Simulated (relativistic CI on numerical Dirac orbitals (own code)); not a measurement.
## How well does a small relativistic CI reproduce Xe⁵⁺?

Method of calculation: Dirac-Coulomb-Breit CI, separate exchange-only KLI orbitals for each configuration, model QED (radiative potential, 1s self-energy scaled to tabulated hydrogen-like ionisation energies), valence Slater integrals scaled by 0.85, P86 correlation estimate, and configurations built on the next ion tied to the tabulated ionisation energy (semi-empirical) (own radial code, finite nucleus).

Configuration list (outside the closed core [Kr] 4d10): 5s2 5p, 5s2 5d, 5s2 6s, 5s2 6p, 5s2 6d, 5s2 7s, 5s2 5f, 5s2 6f, 5s 5p2, 5p3, 5s 5p 5d, 5s2 4f, 5s2 5g, 5p 5d2, 5p 4f2, 5s 5p 5f, 5s 5p 4f, 5s 5p 5g, 5p2 5d, 5p2 4f, 5s 5p 6s, 5s 4f 5d, 5s 5d2, 5s 4f2. Levels of other configurations are missing.

```csv
Configuration,Term (tabulated),J,Measured (cm⁻¹),Computed,Error,Purity (%)
5s2 5p,2P°,1/2,0.0,0,0,98
5s2 5p,2P°,3/2,15599.0,15192,-407,98
5s 5p2,4P,1/2,92586.0,89431,-3155,95
5s 5p2,4P,3/2,100378.0,96802,-3576,99
5s 5p2,4P,5/2,107205.0,103670,-3535,89
5s 5p2,2D,3/2,124869.9,122643,-2227,86
5s 5p2,2D,5/2,129229.9,126505,-2725,79
5s 5p2,2P,3/2,159112.0,162239,3127,93
5s2 5d,2D,3/2,180249.6,179941,-308,85
5s2 5d,2D,5/2,182308.0,181775,-533,87
5s2 4f,2F°,5/2,184994.0,184000,-994,96
5s2 4f,2F°,7/2,185306.0,184168,-1138,96
5s2 6s,2S,1/2,223477.8,227744,4267,100
5s2 6p,2P°,1/2,264891.0,267040,2149,94
5s2 6p,2P°,3/2,270305.7,272019,1713,90
5s2 5f,2F°,7/2,331260.0,336118,4858,76
5s2 5f,2F°,5/2,331798.0,336383,4585,71
5s2 6d,2D †,3/2,338450.0,329574,-8876,60
5s2 6d,2D †,5/2,339770.0,329956,-9814,59
5s2 7s,2S,1/2,352250.0,351715,-535,100
```

Measured levels from Saloman, J. Phys. Chem. Ref. Data 33, 765 (2004); pairs were made by configuration, J and term (by order where the table uses no LS term), so strongly mixed levels may be paired wrongly.

Mean error by configuration (cm⁻¹): 5s2 5p -407; 5s 5p2 -2015; 5s2 5d -420; 5s2 4f -1066; 5s2 6s 4267; 5s2 6p 1931; 5s2 5f 4722; 5s2 7s -535. Over the excited levels the mean absolute error is 2343 cm⁻¹ (19 of the 30 excited levels that our extract of the source holds in range could be paired, and the others can miss by more), and the median relative error of those above 1,000 cm⁻¹ is 1.5 %. † marks terms whose computed intervals miss the measured ones by more than a factor of 2.5, or configurations far off the rest, from wrong mixing, a near crossing or a doubtful label or measurement; they are left out of the means.
